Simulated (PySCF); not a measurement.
C$_{2}$H$_{4}$Cl$_{2}$O$_{2}$Si, singlet, at a GFN2-xTB geometry, atoms displaced at random by about 0.08 Å a coordinate.

PySCF was given this input:
```python
from pyscf import gto, scf, dft

mol = gto.M(
    atom='''
Si    0.82164474    0.16344402   -0.35799525
Cl    1.46307649   -0.38086055    1.42885327
Cl    1.30642970    1.72374780   -0.92266552
O    -0.91466044    0.22956453   -0.26729451
C    -1.86157440   -1.00140024    0.06502543
C    -3.22565379   -0.34795219    0.03107268
O    -1.33041830   -2.13745548   -0.00536108
H     1.09009835   -0.96967510   -1.32559429
H    -3.78961591   -1.19152665    0.21074852
H    -3.16641355    0.22289779    0.99429372
H    -3.48756434    0.18485588   -0.64784813
''',
    basis='sto-3g',
    verbose=3,
)

mf = dft.RKS(mol)
mf.xc = 'b3lyp'
mf.kernel()
g = mf.nuc_grad_method()
grad = g.kernel()
```

Task: Estimate the nuclear repulsion energy that B3LYP/STO-3G, gradient in PySCF returns for this input.

Result: 536.7920 Eh

Task: What dipole moment does B3LYP/STO-3G, gradient give?

Result: 2.09 D

Task: Give the HOMO-LUMO gap at the level B3LYP/STO-3G, gradient.

Result: 6.07 eV

Task: What Mulliken (on the basis functions themselves) charges in atom order does B3LYP/STO-3G, gradient give?

Result: Si1 0.94, Cl2 -0.33, Cl3 -0.31, O4 -0.33, C5 0.22, C6 -0.31, O7 -0.18, H8 -0.09, H9 0.12, H10 0.12, H11 0.15

Task: Estimate the number of basis functions that B3LYP/STO-3G, gradient returns for this input.

Result: 51
